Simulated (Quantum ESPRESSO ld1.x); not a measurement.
The numbers below are computed, except where a source is named.
Isoelectronic series with 3 electrons, each ion in its NIST ground configuration. Level of theory: Dirac Kohn-Sham, revPBE, spin-unpolarised, spherical densities, point nucleus (ld1.x of Quantum ESPRESSO 7.5). Total energies (hartree) and orbital eigenvalues (eV):

ion    configuration  E (hartree)     2s1/2     1s1/2
Li          [He] 2s1       -7.477   -2.8828  -51.9551
C3+         [He] 2s1      -34.759  -56.1009  -332.135
F6+         [He] 2s1      -82.354  -171.000  -858.281
Mg9+        [He] 2s1     -150.327  -347.535  -1630.75
P12+        [He] 2s1     -238.782  -586.023  -2650.66
Ar15+       [He] 2s1     -347.853  -886.917  -3919.52
Sc18+       [He] 2s1     -477.708  -1250.79  -5439.22
Cr21+       [He] 2s1     -628.547  -1678.36  -7212.08
Co24+       [He] 2s1     -800.607  -2170.43  -9240.81
Zn27+       [He] 2s1     -994.163  -2728.00  -11528.6
As30+       [He] 2s1    -1209.528  -3352.16  -14079.0
Kr33+       [He] 2s1    -1447.059  -4044.20  -16896.2
Mo39+       [He] 2s1     -1990.27  -5637.83  -23349.9
Rh42+       [He] 2s1     -2296.91  -6542.85  -26997.5
Cd45+       [He] 2s1     -2627.63  -7522.63  -30934.1
Sb48+       [He] 2s1     -2983.06  -8579.45  -35166.8
Xe51+       [He] 2s1     -3363.89  -9715.83  -39703.7
La54+       [He] 2s1     -3770.91  -10934.6  -44553.9
Nd57+       [He] 2s1     -4204.96  -12238.8  -49727.2
